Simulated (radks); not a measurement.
Results of a calculation; reference values are marked as such.
Q: The zirconium ion Zr10+ is in [Ar] 3d10 4s2. Level of theory: Dirac Kohn-Sham, relativistic LDA (MacDonald-Vosko exchange, VWN5 correlation), spin-unpolarised, spherical densities, finite nucleus; Fermi nuclear charge, rms radius of each element as measured or else 0.836 A^(1/3) + 0.57 fm (a radial shooting solver on a logarithmic mesh with Libxc functionals). Sub-shells are occupied by j as written (lower j first in brackets). One electron is removed from 3p3/2, 3d3/2, 3d5/2, 4s1/2 in turn, with full relaxation. Which removal costs least, and what does each cost?

A: 4s1/2 217.14 eV; 3d5/2 372.66 eV; 3d3/2 375.35 eV; 3p3/2 510.41 eV. The 4s1/2 electron leaves first.
